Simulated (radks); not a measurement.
Q: All-electron atom: Zr10+ in [Ar] 3d10 4s2. Calculated with a radial shooting solver on a logarithmic mesh with Libxc functionals: Dirac Kohn-Sham, BLYP, spin-unpolarised, spherical densities, finite nucleus; Fermi nuclear charge, rms radius 4.2694 fm. Some entries of the table are withheld. Estimate them.

orbital,occ.,eigenvalue (eV),<1/r> (bohr^-1)
1s1/2,2,-18007.14,41.26
2s1/2,2,(1),(2)
2p1/2,2,-2443.003,9.322
2p3/2,4,-2356.954,8.919
3s1/2,2,-580.5673,3.178
3p1/2,2,-503.0156,3.077
3p3/2,4,-489.1235,2.981
3d3/2,4,-352.3030,2.789
3d5/2,6,-349.7300,2.765
4s1/2,2,-206.7169,1.285

A: 
(1) 2s1/2 eigenvalue (eV): -2650.778
(2) 2s1/2 <1/r> (bohr^-1): 9.346
